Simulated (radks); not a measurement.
All-electron atom: neutral arsenic in [Ar] 3d10 4s2 4p2 6d1 (not the ground configuration). Calculated with a radial shooting solver on a logarithmic mesh with Libxc functionals: Dirac Kohn-Sham, PBEsol, spin-unpolarised, spherical densities, point nucleus; open shells fill j = l - 1/2 first.

Unscreened Slater integrals over Kohn-Sham orbitals (eV). Large and small components are both included. Empty in this configuration: 4p3/2.

F0(6d3/2,6d3/2): 0.91078
F2(6d3/2,6d3/2): 0.48555
F0(6d3/2,4p1/2): 1.3872
G1(6d3/2,4p1/2): 0.15034
F0(6d3/2,4s1/2): 1.3994
G2(6d3/2,4s1/2): 0.086808
F0(6d3/2,3d5/2): 1.4254
F2(6d3/2,3d5/2): 0.040159
G2(6d3/2,3d5/2): 0.013161
G4(6d3/2,3d5/2): 0.0093932
F0(6d3/2,4p3/2): 1.3860
F2(6d3/2,4p3/2): 0.15683
G1(6d3/2,4p3/2): 0.15290
G3(6d3/2,4p3/2): 0.093165
F0(4p1/2,4p1/2): 10.749
F0(4p1/2,4s1/2): 11.730
G1(4p1/2,4s1/2): 7.6976
F0(4p1/2,3d5/2): 14.043
G3(4p1/2,3d5/2): 0.87861
F0(4p1/2,4p3/2): 10.660
G2(4p1/2,4p3/2): 5.5470
F0(4s1/2,4s1/2): 13.075
F0(4s1/2,3d5/2): 16.690
G2(4s1/2,3d5/2): 1.5398
F0(4s1/2,4p3/2): 11.610
G1(4s1/2,4p3/2): 7.5392
F0(3d5/2,3d5/2): 36.979
F2(3d5/2,3d5/2): 17.383
F4(3d5/2,3d5/2): 10.870
F0(3d5/2,4p3/2): 13.828
F2(3d5/2,4p3/2): 2.6886
G1(3d5/2,4p3/2): 0.95280
G3(3d5/2,4p3/2): 0.84049
F0(4p3/2,4p3/2): 10.573
F2(4p3/2,4p3/2): 5.5066
